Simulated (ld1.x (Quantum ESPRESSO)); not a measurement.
## Configuration tests for C (RRKJ)

ld1.x (Quantum ESPRESSO) 7.5 input, shortened:

```
&input
   title='C', zed=6., rel=1, dft='PBESOL', iswitch=3,
   config='[He] 2s1.75 2p2.25 3d-2'
 /
 &inputp
   pseudotype=2, tm=.false., rho0=0.005, lloc=-1, rcloc=0.70,
   nlcc=.false.
 /
3
2S  1  0   1.75   0.00  0.90  0.90  0.0
2P  2  1   2.25   0.00  1.85  1.85  0.0
3D  3  2  -2.00   0.05  1.60  1.60  0.0
 &test
   configts(1)='2s1.75 2p2.25'
 /
```

Energies are relative to the spin-unpolarised reference configuration 2s1.75 2p2.25; without spin polarisation the order of configurations can differ from experiment.

Give the all-electron excitation energy and the error of the potential for: 2s2 2p2; 2s2 2p1; 2s2 2p0; 2s2 2p1.5; 2s1 2p3; 2s1 2p0; 2s1 2p2.

```json
{"valence configuration": "2s2 2p2", "charge": "0", "ΔE all-electron (eV)": "-2.105", "error AE − PS (meV)": "-0.1"}
{"valence configuration": "2s2 2p1", "charge": "+1", "ΔE all-electron (eV)": "8.684", "error AE − PS (meV)": "+30"}
{"valence configuration": "2s2 2p0", "charge": "+2", "ΔE all-electron (eV)": "32.703", "error AE − PS (meV)": "+263"}
{"valence configuration": "2s2 2p1.5", "charge": "+0.5", "ΔE all-electron (eV)": "1.828", "error AE − PS (meV)": "+5.8"}
{"valence configuration": "2s1 2p3", "charge": "0", "ΔE all-electron (eV)": "6.322", "error AE − PS (meV)": "-0.9"}
{"valence configuration": "2s1 2p0", "charge": "+3", "ΔE all-electron (eV)": "80.667", "error AE − PS (meV)": "+590"}
{"valence configuration": "2s1 2p2", "charge": "+1", "ΔE all-electron (eV)": "17.397", "error AE − PS (meV)": "-14"}
```

Levels in the configuration 2s2 2p0:

| level | all-electron (eV) | pseudo (eV) |
| --- | --- | --- |
| 2s | -40.178 | -39.934 |
